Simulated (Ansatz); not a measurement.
Consider the ligand exchange at a Te–C bond: `C=[C]([GeH3])[TeH]` + PH₃ → `P[TeH]` + `C=[CH][GeH3]`.

Isolated molecules relaxed with PBE0-D4/def2-TZVP in Ansatz; ΔE leaves out vibrations. CBS: MP2 limit from def2 TZ/QZ plus the TZ coupled-cluster correction, frozen cores. This one scheme is used for every species. DFT in def2-TZVPP. B3LYP here is the variant with VWN-RPA as its local correlation; programs differ in this. Elements past krypton have def2 core potentials. For Ge, Te outer-core shells are correlated without core-valence functions, which leaves a few kJ/mol of doubt a bond. Scalar relativity is left out up to krypton.

```json
{"level": "PBE-D4", "ΔE (kcal/mol)": "-13.7", "difference from CCSD(T)/CBS": "-1.0"}
{"level": "r2SCAN-D4", "ΔE (kcal/mol)": "-13.9", "difference from CCSD(T)/CBS": "-1.2"}
{"level": "PBE0-D4", "ΔE (kcal/mol)": "-14.5", "difference from CCSD(T)/CBS": "-1.8"}
{"level": "B3LYP-D4", "ΔE (kcal/mol)": "-13.7", "difference from CCSD(T)/CBS": "-1.0"}
{"level": "ωB97X-V", "ΔE (kcal/mol)": "-13.6", "difference from CCSD(T)/CBS": "-0.9"}
{"level": "ωB97M-V", "ΔE (kcal/mol)": "-13.9", "difference from CCSD(T)/CBS": "-1.2"}
{"level": "B2PLYP", "ΔE (kcal/mol)": "-13.7", "difference from CCSD(T)/CBS": "-1.0"}
{"level": "PBE", "ΔE (kcal/mol)": "-14.8", "difference from CCSD(T)/CBS": "-2.1"}
{"level": "r2SCAN", "ΔE (kcal/mol)": "-14.2", "difference from CCSD(T)/CBS": "-1.5"}
{"level": "PBE0", "ΔE (kcal/mol)": "-15.5", "difference from CCSD(T)/CBS": "-2.8"}
{"level": "B3LYP", "ΔE (kcal/mol)": "-15.6", "difference from CCSD(T)/CBS": "-2.9"}
{"level": "HF/def2-TZVPP", "ΔE (kcal/mol)": "-16.9", "difference from CCSD(T)/CBS": "-4.2"}
{"level": "MP2/def2-TZVPP", "ΔE (kcal/mol)": "-10.6", "difference from CCSD(T)/CBS": "2.1"}
{"level": "SCS-MP2/def2-TZVPP", "ΔE (kcal/mol)": "-11.1", "difference from CCSD(T)/CBS": "1.6"}
{"level": "CCSD/def2-TZVPP", "ΔE (kcal/mol)": "-12.3", "difference from CCSD(T)/CBS": "0.4"}
{"level": "CCSD(T)/def2-TZVPP", "ΔE (kcal/mol)": "-11.4", "difference from CCSD(T)/CBS": "1.3"}
{"level": "HF/def2-QZVPP", "ΔE (kcal/mol)": "-16.9", "difference from CCSD(T)/CBS": "-4.2"}
{"level": "MP2/def2-QZVPP", "ΔE (kcal/mol)": "-11.3", "difference from CCSD(T)/CBS": "1.4"}
{"level": "SCS-MP2/def2-QZVPP", "ΔE (kcal/mol)": "-11.9", "difference from CCSD(T)/CBS": "0.8"}
{"level": "HF/CBS(def2)", "ΔE (kcal/mol)": "-16.9", "difference from CCSD(T)/CBS": "-4.2"}
{"level": "MP2/CBS(def2)", "ΔE (kcal/mol)": "-11.8", "difference from CCSD(T)/CBS": "0.9"}
{"level": "CCSD/CBS(def2)", "ΔE (kcal/mol)": "-13.5", "difference from CCSD(T)/CBS": "-0.8"}
{"level": "CCSD(T)/CBS", "ΔE (kcal/mol)": "-12.7", "difference from CCSD(T)/CBS": "0"}
```

Largest T1 diagnostic among the species: 0.013.

The D4 term adds +1.9 kcal/mol with B3LYP and +1.0 kcal/mol with PBE0; it sums over pairs of atoms, weighted by their polarisabilities, and B3LYP, whose exchange is more repulsive, gets the larger term. In def2-TZVPP, CCSD(T) changes the Hartree–Fock value by +5.5 kcal/mol (the triples alone add +0.8 kcal/mol) and MP2 by +6.3 kcal/mol.
